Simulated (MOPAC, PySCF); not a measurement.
Pair of molecules: GaH3O (SMILES [OH][GaH2]) (first 5 atoms) with NH3 (SMILES N); geometry from B3LYP-D3(BJ)/def2-TZVP, rigid monomers moved along the line of their centres of mass till H3···N6 is 3.42 Å.
(charge 0, multiplicity 1):
```tsv
atom	x (Å)	y (Å)	z (Å)
O	-0.0270	1.1941	1.1896
Ga	-0.0844	-0.0381	-0.0994
H	0.0108	0.8100	2.0890
H	-0.1465	0.5226	-1.5550
H	-0.0685	-1.5546	0.3143
N	0.1518	-0.0754	5.3912
H	0.9958	0.2069	5.8765
H	-0.6393	0.2223	5.9508
H	0.1405	-1.0885	5.3558
```

Interaction energies are E(AB) − E(A) − E(B) at the monomers' geometry in the complex; basis-set methods are counterpoise corrected. Rows marked so take none.

Rows in 3-21G, 6-31G* carry no dispersion term and start afresh at each structure (6-31G* with six Cartesian d functions); the Pople sets are all-electron and without relativity. MP2/6-31G* freezes PySCF's default core, which leaves 3d correlated. The state that PM6, PM7 reach isn't checked; PM7 holds dispersion and hydrogen-bond terms.

Programs: MOPAC for PM6, PM7 (differences of heats of formation); PySCF for 3-21G rows, 6-31G* rows. 

**Question.** One of these levels gives -52.5 meV for the interaction energy. Which?
A) HF/3-21G (no counterpoise)
B) PM7
C) MP2/6-31G* (no counterpoise)
D) PM6

**Answer.** D, PM6. The others give -80.7 (PM7), -97.2 (HF/3-21G (no counterpoise)), -113.2 (MP2/6-31G* (no counterpoise))
